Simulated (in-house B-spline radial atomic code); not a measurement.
**The thallium ion Tl⁷⁺: [He] 2s1 2p6 3s2 3p6 3d10 4s2 4p6 4d10 4f14 5s2 5p6 5d7 (with a hole in an inner shell)**

Method: Dirac-Hartree-Fock, average of configuration, Fermi nucleus of rms radius 5.4759 fm. Calculated with a B-spline radial code for spherical atoms.

Effective charges: Z_r = [3n² - l(l+1)]/(2<r>) from the radius, Z_e = n√(-2ε) from the energy, and Slater's rules. Values are occupation-weighted means over j. An effective charge above Z reflects the relativistic contraction of the inner shells.

```json
{"shell": "1s", "electrons": "2", "ε (eV)": "-86552", "<r> (bohr)": "0.01632", "Z_r": "91.92", "Z_e": "79.76", "Slater": "80.70"}
{"shell": "2s", "electrons": "1", "ε (eV)": "-15820", "<r> (bohr)": "0.068", "Z_r": "88.24", "Z_e": "68.20", "Slater": "77.20"}
{"shell": "2p", "electrons": "6", "ε (eV)": "-13769", "<r> (bohr)": "0.06151", "Z_r": "81.28", "Z_e": "63.62", "Slater": "77.20"}
{"shell": "3s", "electrons": "2", "ε (eV)": "-3948.4", "<r> (bohr)": "0.1753", "Z_r": "76.99", "Z_e": "51.11", "Slater": "70.60"}
{"shell": "3p", "electrons": "6", "ε (eV)": "-3353.1", "<r> (bohr)": "0.1763", "Z_r": "70.92", "Z_e": "47.10", "Slater": "70.60"}
{"shell": "3d", "electrons": "10", "ε (eV)": "-2671.5", "<r> (bohr)": "0.1604", "Z_r": "65.48", "Z_e": "42.04", "Slater": "60.85"}
{"shell": "4s", "electrons": "2", "ε (eV)": "-1009.8", "<r> (bohr)": "0.3873", "Z_r": "61.96", "Z_e": "34.46", "Slater": "54.25"}
{"shell": "4p", "electrons": "6", "ε (eV)": "-806.59", "<r> (bohr)": "0.4095", "Z_r": "56.17", "Z_e": "30.80", "Slater": "54.25"}
{"shell": "4d", "electrons": "10", "ε (eV)": "-547.01", "<r> (bohr)": "0.4304", "Z_r": "48.79", "Z_e": "25.36", "Slater": "42.85"}
{"shell": "4f", "electrons": "14", "ε (eV)": "-260.97", "<r> (bohr)": "0.4493", "Z_r": "40.07", "Z_e": "17.52", "Slater": "31.45"}
{"shell": "5s", "electrons": "2", "ε (eV)": "-260.88", "<r> (bohr)": "0.8609", "Z_r": "43.56", "Z_e": "21.89", "Slater": "24.35"}
{"shell": "5p", "electrons": "6", "ε (eV)": "-199.11", "<r> (bohr)": "0.9585", "Z_r": "38.08", "Z_e": "19.13", "Slater": "24.35"}
{"shell": "5d", "electrons": "7", "ε (eV)": "-122.25", "<r> (bohr)": "1.165", "Z_r": "29.63", "Z_e": "14.99", "Slater": "11.90"}
```

The least bound orbital is 5d5/2 at -121 eV, and it is also the most diffuse (<r> = 1.176 bohr). The part-filled 2s shell lies below the filled 5p shell in orbital energy.

Spin-orbit splittings of the orbital energies (j = l + 1/2 above j = l - 1/2 when positive): 2p 2091 eV, 3p 476.6 eV, 3d 103 eV, 4p 118.3 eV, 4d 22.86 eV, 4f 5.262 eV, 5p 23.25 eV, 5d 3.195 eV.

For the 1s electron the small component carries 9.52 % of the norm, the zero-frequency Breit interaction raises the level by 320.8 eV, self-energy by 212.8 eV, and vacuum polarisation lowers it by 44.72 eV.
